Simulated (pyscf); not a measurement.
Structures and frequencies: ωB97X-D3(BJ)/def2-SVP in PySCF. MP2 and CC: frozen core, UHF for open shells. ΔMP2 is the change of the MP2 total energy from the triple- to the quadruple-zeta basis.

### Question
PBE/def2-TZVP puts the barrier of H₅AsSi₂ (SMILES [SiH2]1[SiH2][AsH]1) → H₃Si–SiH=AsH (SMILES [SiH3][SiH]=[AsH]) (rearrangement; singlet surface; As–Si, H–Si broken, H–Si formed) at 184.7 kJ/mol and the reaction energy at +37.9 kJ/mol, from the reactant's lowest minimum found. What do B3LYP-D3(BJ)/def2-TZVP, M06-2X/def2-TZVP, CCSD(T)/def2-TZVPP + ΔMP2(QZVPP) give on the same structures?

### Answer
B3LYP-D3(BJ): ΔE‡ = 191.0 kJ/mol, ΔE = +25.6 kJ/mol; M06-2X: ΔE‡ = 215.4 kJ/mol, ΔE = +42.8 kJ/mol; CCSD(T): ΔE‡ = 204.4 kJ/mol, ΔE = +32.4 kJ/mol. PBE's barrier lies under all of them, by 6.3 to 30.7 kJ/mol. Its reaction energy lies among theirs. One saddle was located; it need not be the lowest between these sides. One closed-shell reference is unstable to symmetry breaking; treat the single-reference values with care. The CCSD(T) − MP2 part came from Ansatz, without density fitting, on the same reference. The frozen core leaves the outer d or s,p core shells of the metals and heavy elements correlated in the MP2 and CC values, and def2-TZVPP describes them poorly, which can shift differences by a few kcal/mol. Elements up to Kr have no core potential and no relativistic terms here.
